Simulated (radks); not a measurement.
Values are calculated unless marked as measured or tabulated.
Problem. The mean radii <r> (bohr) of the occupied orbitals of an atom or ion are listed with their occupations. Level of theory: scalar-relativistic Kohn-Sham, PBE, spin-polarised, spherical densities, finite nucleus; Fermi nuclear charge, rms radius of each element as measured or else 0.836 A^(1/3) + 0.57 fm (a radial shooting solver on a logarithmic mesh with Libxc functionals).

| orbital | occ. | <r> |
|---|---|---|
| 1s up | 1 | 0.01632 |
| 1s down | 1 | 0.01632 |
| 2s up | 1 | 0.06876 |
| 2s down | 1 | 0.06876 |
| 2p up | 3 | 0.06235 |
| 2p down | 3 | 0.06235 |
| 3s up | 1 | 0.1776 |
| 3s down | 1 | 0.1776 |
| 3p up | 3 | 0.1793 |
| 3p down | 3 | 0.1793 |
| 3d up | 5 | 0.1624 |
| 3d down | 5 | 0.1624 |
| 4s up | 1 | 0.3917 |
| 4s down | 1 | 0.3917 |
| 4p up | 3 | 0.4176 |
| 4p down | 3 | 0.4176 |
| 4d up | 5 | 0.4397 |
| 4d down | 5 | 0.4397 |
| 5s up | 1 | 0.8756 |
| 5s down | 1 | 0.8746 |
| 4f up | 7 | 0.4675 |
| 4f down | 7 | 0.4672 |
| 5p up | 3 | 1.001 |
| 5p down | 3 | 0.9996 |
| 5d up | 5 | 1.312 |
| 5d down | 4 | 1.307 |
| 6p up | 1 | 2.596 |

Name the element and its charge. Open shells, if any, are filled with parallel spins first.

Solution. Z = 81, thallium, charge +3: Tl3+ in [Xe] 4f14 5d9 6p1. The 1s radius gives Z: for a bare nucleus <r> = (2 gamma + 1)/(2Z) with gamma = sqrt(1 - (Z/c)^2), 0.01613 bohr for Z = 81, and screening makes it slightly larger (0.01632 here). The occupations add up to 78, and the charge is Z minus that.
